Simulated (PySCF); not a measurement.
B3LYP has the VWN-RPA correlation part, as in Gaussian. 

## C$_{3}$H$_{2}$O, SMILES `C=C=C=O` (charge 0, multiplicity 1)

Level of theory: B3LYP-D3(BJ)/def2-TZVP run with PySCF 2.14.0.

* **HOMO**: -6.66 eV
* **dipole moment**: 2.51 D
* **HOMO–LUMO gap**: 3.69 eV
* **LUMO**: -2.97 eV
* **total energy**: -190.7447 Ha
* **cost**: around 19 core-seconds (rough)

Bond lengths (Å): C1–C2 1.320, C1–H5 1.089, C1–H6 1.087, C2–C3 1.292, C3–O4 1.167. Bond angles (°): C2–C1–H5 122.7, C2–C1–H6 121.5, H5–C1–H6 115.8, C1–C2–C3 149.6, C2–C3–O4 170.5.
